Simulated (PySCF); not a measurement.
Work out the structure from these simulated measurements.

Formula: C3H2BrF.

- Couplings: largest of the computed one-bond spin–spin couplings (means over like bonds): 19F–13C -325.4, 13C–1H +242.7, 13C–1H +226.3, 13C–13C +57.6, 13C–13C +20.8, 13C–13C +16.3 Hz [B3LYP/pcJ-1 (pcSseg-1 on Br)]
- 13C NMR: chemical shifts (computed TMS as zero) by class: 139.6 (1 C), 133.6 (1 C), 59.7 (1 C) ppm [GIAO HF/pcSseg-2]
- Rotational structure: rotational constants A, B, C: 10.045, 1.525, 1.376 GHz [PBE0-D3(BJ)/def2-SVP]
- Dipole: 2.05 D [CAM-B3LYP/def2-SVPD]
- 1H NMR: chemical shifts (computed TMS as zero) by class: 8.00 (1 H), 4.75 (1 H) ppm [GIAO HF/pcSseg-2]
- XPS: C1s 291.3, C1s 292.4, C1s 293.6, F1s 692.2 eV [ΔSCF SCAN, pcX-2 on the ionised atom, pcseg-1 elsewhere, spin-free X2C]
- Valence photoelectron: vertical ionisation energy: 10.33 eV [ΔSCF CAM-B3LYP/def2-SVPD]
- UV, first state: lowest singlet excitation: 6.16 eV (201 nm, f = 0.004) [TDDFT CAM-B3LYP/def2-SVPD]
- UV, strongest line: among the 10 lowest singlet transitions: S8 at 8.21 eV (151 nm, f = 0.218) [TDDFT CAM-B3LYP/def2-SVPD]
- NMR, other nuclei: isotropic shieldings of nuclei other than C and H, by class: 369 (1 F), 2306 (1 Br) ppm [GIAO HF/pcSseg-2]

Gas-phase values; electronic properties from PySCF, density fitting. Levels stand in brackets. Geometry: PBE0-D3(BJ)/def2-SVP; no solvent, vibrations or thermal averaging. The calculation (core ionisation apart) is non-relativistic and has no spin–orbit coupling, an omission that weighs most on bromine. NMR values are class means; diastereotopic atoms form classes of their own.

Problem. Propose a structure and show how it fits.

Solution. Numbering: `[F:1][C@@H:2]1[CH:3]=[C:4]1[Br:5]`. Its formula, C3H2BrF, gives 2 degrees of unsaturation: 1 ring and 1 π bond in the structure found. 3 carbons fall into 3 classes; from least to most shielded: fully substituted alkene carbon [C4] (139.6 ppm), alkene CH carbon [C3] (133.6 ppm), sp3 C–F carbon [C2] (59.7 ppm). Hydrogen classes from least to most shielded: 1 H on an alkene CH carbon, C3 (8.00 ppm), 1 H on an sp3 C–F carbon, C2 (4.75 ppm). The other shieldings belong to: 369 ppm, alkyl fluorine [F1]; 2306 ppm, vinyl bromine [Br5]. The couplings run between: -325.4 Hz, alkyl fluorine [F1] and sp3 C–F carbon [C2]; +242.7 Hz, alkene CH carbon [C3] and its hydrogen; +226.3 Hz, sp3 C–F carbon [C2] and its hydrogen; +57.6 Hz, alkene CH carbon [C3] and fully substituted alkene carbon [C4]; +20.8 Hz, sp3 C–F carbon [C2] and fully substituted alkene carbon [C4]; +16.3 Hz, sp3 C–F carbon [C2] and alkene CH carbon [C3]. The core levels belong to: C1s 291.3 eV, alkene CH carbon [C3]; C1s 292.4 eV, fully substituted alkene carbon [C4]; C1s 293.6 eV, sp3 C–F carbon [C2]; F1s 692.2 eV, alkyl fluorine [F1]. No core level of Br was computed. The hole state at 292.4 eV has ⟨S²⟩ = 0.82 against 0.75, so that value is less sure. The first electron is taken from the HOMO, whose largest Löwdin shares are 0.41 on the vinyl bromine, 0.22 on the alkene CH carbon, 0.21 on the fully substituted alkene carbon and 0.07 on the sp3 C–F carbon. The optimised geometry has point group C1 and is an asymmetric top. Structure: `F[C@@H]1C=C1Br`. Computed isomers that give other values at the same levels: `C#C[C@H](F)Br` (rotational constant A: 5.548 GHz; this holds for the one conformer computed); `FC1(Br)C=C1` (core binding energies: C1s 291.9 (×2), C1s 294.6, F1s 692.7 eV). The assignments are read from this structure; whether some other isomer fits the data as well wasn't checked. The mirror image fits equally. NMR values of atoms bound to Br lack the spin–orbit term that these neighbours bring.
